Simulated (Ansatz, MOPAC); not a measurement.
Molecule: ScBr2, net charge 1, singlet state. SMILES of the parent species: [Br][Sc][Br]

Atoms: Sc1, Br2, Br3. Bonds: Sc1-Br2, Sc1-Br3.

Bond lengths (Å) and angles (degrees) optimised at PM7 with MOPAC; HF/STO-3G with Ansatz (a quantum-chemistry and plane-wave program); HF/3-21G with Ansatz, each started from the B3LYP-D3(BJ)/def2-TZVP structure (Ansatz) of the last column. A row stands for all coordinates that are equal there. No wavenumbers were computed at HF/STO-3G, so these may be saddle points.

```tsv
coordinate	PM7	HF/STO-3G	HF/3-21G	B3LYP-D3(BJ)/def2-TZVP
Sc1-Br2	2.294	2.374	2.379	2.348
Br2-Sc1-Br3	180.0	158.4	123.4	114.8
```

Mean signed difference of all 2 bond lengths from B3LYP-D3(BJ)/def2-TZVP: PM7 -0.054 Å, HF/STO-3G 0.026 Å, HF/3-21G 0.030 Å.
